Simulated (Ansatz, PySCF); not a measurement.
Dimer: C2H4 (SMILES C=C) (first 6 atoms) with H4OSi (SMILES O[SiH3]); geometry from B3LYP-D3(BJ)/def2-TZVP, rigid monomers moved along the line of their centres of mass till H4···O7 is 3.68 Å.
(charge 0, multiplicity 1):
```xyz
12

C     -0.3552    -0.4689    -0.0182
C      0.4663     0.5705     0.0029
H     -1.1645    -0.5394    -0.7351
H     -0.2469    -1.2837     0.6863
H      1.2720     0.6355     0.7235
H      0.3667     1.3942    -0.6938
O      0.6889    -1.0280     4.2325
Si    -0.3246     0.1650     4.7739
H      1.5607    -1.0964     4.6283
H     -0.4255     0.1339     6.2553
H     -1.6418    -0.1088     4.1719
H      0.1488     1.5117     4.3743
```

Counterpoise-corrected where a basis set is named; no monomer relaxation.

Cores are frozen in the correlated methods.

Run with Ansatz (Gaussian basis) for Hartree–Fock, density functionals and correlated methods; PySCF for the dispersion terms. 

PBE/def2-TZVPPD gives -0.40 kcal/mol for the interaction energy.

Predict the shift from PBE, with its sign, for: PBE-D3(BJ)/def2-TZVPPD, r2SCAN/def2-TZVPPD, PBE0/def2-TZVPPD, wB97M-V/def2-TZVPPD, MP2/aug-cc-pV(D+d)Z, CCSD(T)/aug-cc-pV(D+d)Z.

PBE-D3(BJ)/def2-TZVPPD -0.51; r2SCAN/def2-TZVPPD -0.02; PBE0/def2-TZVPPD 0.05; wB97M-V/def2-TZVPPD -0.31; MP2/aug-cc-pV(D+d)Z -0.27; CCSD(T)/aug-cc-pV(D+d)Z -0.27 kcal/mol. 1 of 6 lie above PBE; the widest gap is to PBE-D3(BJ)/def2-TZVPPD.

Ansatz is a quantum-chemistry and plane-wave program.
